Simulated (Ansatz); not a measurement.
The cluster As₅P₄⁻, relaxed as a singlet with RKS PBE-D4/def2-SVP in Ansatz, starting from the GFN2-xTB geometry. Force threshold 0.03 eV/Å.

Another isomer (singlet) lies 1.31 eV lower at PBE0-D4/def2-TZVPD; other spin states weren't run for this one.

Start:

Cartesian coordinates in Å:
```
P 1.5506 -0.8675 0.6111
P 2.1608 2.2870 0.2135
P -0.2308 -1.9685 -0.0769
P 2.1528 0.5097 -1.0380
As -1.4404 -0.7828 -1.6775
As 0.2162 1.7628 -0.9209
As -1.7491 -1.3635 1.5967
As 0.5045 1.0876 1.3884
As -3.1647 -0.6647 -0.0964
```

```json
{"step": "1", "energy (eV)": "-341257.5364", "largest force component (eV/Å)": "1.660", "SCF passes": "22"}
{"step": "2", "energy (eV)": "-341257.7833", "largest force component (eV/Å)": "0.412", "SCF passes": "29"}
{"step": "3", "energy (eV)": "-341257.8534", "largest force component (eV/Å)": "0.185", "SCF passes": "24"}
{"step": "4", "energy (eV)": "-341257.8704", "largest force component (eV/Å)": "0.124", "SCF passes": "24"}
{"step": "5", "energy (eV)": "-341257.8774", "largest force component (eV/Å)": "0.102", "SCF passes": "24"}
{"step": "6", "energy (eV)": "-341257.8989", "largest force component (eV/Å)": "0.220", "SCF passes": "28"}
{"step": "7", "energy (eV)": "-341257.9079", "largest force component (eV/Å)": "0.053", "SCF passes": "22"}
{"step": "8", "energy (eV)": "-341257.9100", "largest force component (eV/Å)": "0.055", "SCF passes": "23"}
{"step": "9", "energy (eV)": "-341257.9120", "largest force component (eV/Å)": "0.054", "SCF passes": "23"}
{"step": "10", "energy (eV)": "-341257.9137", "largest force component (eV/Å)": "0.083", "SCF passes": "22"}
{"step": "11", "energy (eV)": "-341257.9146", "largest force component (eV/Å)": "0.093", "SCF passes": "23"}
{"step": "12", "energy (eV)": "-341257.9158", "largest force component (eV/Å)": "0.078", "SCF passes": "24"}
{"step": "13", "energy (eV)": "-341257.9172", "largest force component (eV/Å)": "0.047", "SCF passes": "23"}
{"step": "14 (rejected)", "energy (eV)": "-341257.9166", "largest force component (eV/Å)": "0.052", "SCF passes": "23"}
{"step": "15", "energy (eV)": "-341257.9178", "largest force component (eV/Å)": "0.024", "SCF passes": "23"}
{"step": "16", "energy (eV)": "-341257.9182", "largest force component (eV/Å)": "0.033", "SCF passes": "22"}
{"step": "17", "energy (eV)": "-341257.9184", "largest force component (eV/Å)": "0.015", "SCF passes": "23"}
```

Force components are those of the run's own axes.

End:

```xyz
9

P     1.186   -0.813    0.787
P     2.207    2.306    0.288
P    -0.211   -2.120   -0.371
P     2.296    0.416   -0.883
As   -1.634   -0.783   -1.701
As    0.398    1.807   -1.178
As   -1.435   -1.697    1.610
As    0.083    1.258    1.204
As   -2.890   -0.374    0.245
```

By distances, no bond broke or formed. The bond that changes most is P2–As8, from 2.36 to 2.54 Å (atoms count from 1).

The force fell under the threshold at step 15, but the optimiser went on. No frequencies were taken in this run, so the end may be a saddle point.

Run time 90 s (4 threads of Arm Neoverse V1 on a shared host), peak host memory 0.6 GiB.
